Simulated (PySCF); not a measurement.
# Mn⁶⁺: ionisation energy

Mn⁶⁺ [Ar] 3d1 [3d3/2^1, M_J = 3/2] → Mn⁷⁺ [Ar], as a difference of total energies. Computed with PySCF 2.14 in an even-tempered Gaussian basis (18 s from 0.27 bohr⁻², ratio 2.8; 12 p from 0.35 bohr⁻², ratio 2.8; 8 d from 0.35 bohr⁻², ratio 2.8; 4 f from 0.98 bohr⁻², ratio 3), with the two-component X2C-1e Hamiltonian. Correlated levels: [Ne] frozen; the 72 highest virtual spinors dropped. "Screened" scales the spin-orbit matrix elements by Boettger's factors to mimic the two-electron term; Breit and QED terms are absent.

```csv
method,ionisation energy (eV),error (eV)
GHF (spin-free),118.33,-0.87
GMP2 (spin-free),118.74,-0.46
GHF (screened spin-orbit),118.42,-0.78
GMP2 (screened spin-orbit),118.85,-0.35
```

Reference: 119.20 eV (measured; NIST Atomic Spectra Database, ionization energies).
